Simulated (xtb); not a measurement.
ScF2, SMILES [F][Sc+][F], charge +1. All values are semi-empirical tight-binding results from xtb (GFN2-xTB unless named), good for trends rather than for accurate numbers. Geometry optimised at GFN2-xTB. The spin state was assumed, not searched. The isomer is the one that the SMILES or the coordinates give; other isomers of the formula were not compared.

Optimised geometry:

```xyz
3

Sc     0.0000     0.0000     0.3232
F      0.0000    -1.6257    -0.3770
F      0.0000     1.6257    -0.3770
```
Charge +1, spin multiplicity 1.

For metal compounds this method's bond lengths and energies can be far off.

Estimate the properties. (Estimate from the structure and the level; the computed values follow.)


* **point group as xtb finds it**: C2v
* **orbital gap**: 3.19 eV
* **zero-point energy**: 1.7 kcal/mol
* **G − E(el) at 298.15 K (modified RRHO)**: -14.9 kcal/mol

Computed atomic charges and the Wiberg bond orders between heavy atoms:
charges (e) Sc1 1.32, F2 -0.16, F3 -0.16. Bond orders Sc1–F2 1.29, Sc1–F3 1.29.
